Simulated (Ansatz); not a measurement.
(1) Predict a relaxed structure of Pd3H3⁺, charge 1, singlet, at PBE-D4/def2-TZVP (Ansatz).

Results:

(1) 
```xyz
6

Pd    0.152    0.910    1.336
Pd    0.458    0.740   -1.371
Pd   -1.408   -0.803   -0.109
H    -0.335   -0.662    1.146
H    -0.081   -0.803   -1.100
H     1.213    0.618    0.098
```
Point group C3v (tolerance 0.1 Å). This is one stationary point.

In the def2 sets Pd takes a core potential; there is no spin–orbit coupling. The relaxation made no stability test and no search for a lower SCF solution. The structure comes from a short search, and lower isomers may exist.
